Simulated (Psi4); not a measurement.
F$_{2}$Mg, singlet, at a GFN2-xTB geometry (such geometries of metal compounds can be far from the true shape). Base run: PBE/cc-pVDZ in Psi4.

Psi4 was given this input:
```
memory 2 GB

molecule {
0 1
  Mg    0.40305854   -0.05533096   -0.13647722
  F    -0.45725792    1.18552207   -0.93154954
  F    -0.08015346   -1.11174745    1.11351917
}

set basis cc-pvdz

energy('pbe')
print_variables()
```

Variants of this job, named by their change:

| change | basis functions | E (Eh) | dipole (D) |
|---|---|---|---|
| base | 46 | -399.55828 | 4.36 |
| basis = cc-pVTZ-DK; relativity = spin-free X2C (with scf_type pk) | 94 | -400.13441 | 4.47 |
| basis = cc-pVDZ-DK; relativity = none (with scf_type pk) | 46 | -399.49882 | 4.37 |
| basis = cc-pVTZ-DK; relativity = none (with scf_type pk) | 94 | -399.58031 | 4.48 |
| basis = cc-pVDZ-DK; relativity = spin-free X2C (with scf_type pk) | 46 | -400.04478 | 4.35 |

Absolute energies of different levels of theory aren't comparable as measures of quality.

Basis sets contracted for a relativistic Hamiltonian are a mismatch without it, so the rows without relativity aren't non-relativistic limits. No row has spin-orbit coupling; sets with core potentials leave out the core electrons.
